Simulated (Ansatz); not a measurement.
`O=C(S)CO` and `O=C([SiH3])S` differ in one atom or group.

Ansatz, PBE0-D4/def2-TZVP geometries, multiplicity 1. Each molecule was computed in one conformer, which needn't be the lowest.

| property | `O=C(S)CO` |
| --- | --- |
| LUMO energy (ωB97M-V/def2-TZVPP) / eV | 1.26 |
| zero-point energy (PBE0-D4/def2-TZVP) / kJ/mol | 161.5 |
| HOMO energy (B3LYP/def2-TZVPP) / eV | -7.81 |
| size of the dipole moment (B3LYP/def2-TZVPP) / D | 2.04 |
| LUMO energy (B3LYP/def2-TZVPP) / eV | -1.27 |
| size of the dipole moment (ωB97M-V/def2-TZVPP) / D | 2.03 |

Question: Give the same properties after the change, and the shifts. (An estimate is asked.)

Answer: The calculation gave: 
```json
{"property": "LUMO energy (ωB97M-V/def2-TZVPP) / eV", "`O=C([SiH3])S`": "0.68", "shift": "-0.58"}
{"property": "zero-point energy (PBE0-D4/def2-TZVP) / kJ/mol", "`O=C([SiH3])S`": "112.8", "shift": "-48.7"}
{"property": "HOMO energy (B3LYP/def2-TZVPP) / eV", "`O=C([SiH3])S`": "-7.15", "shift": "0.66"}
{"property": "size of the dipole moment (B3LYP/def2-TZVPP) / D", "`O=C([SiH3])S`": "1.47", "shift": "-0.57"}
{"property": "LUMO energy (B3LYP/def2-TZVPP) / eV", "`O=C([SiH3])S`": "-1.73", "shift": "-0.46"}
{"property": "size of the dipole moment (ωB97M-V/def2-TZVPP) / D", "`O=C([SiH3])S`": "1.48", "shift": "-0.55"}
```

With PBE0 the HOMO rises by 0.67 eV and the LUMO falls by 0.50 eV, so the gap narrows by about 1.17 eV. PBE moves the HOMO by 0.50 eV and ωB97M-V by 0.74 eV. The zero-point energy changes by -48.7 kJ/mol with -3 modes. Dipoles are sizes alone; their direction can turn.

B3LYP here is the variant with VWN-RPA as its local correlation; programs differ in this.
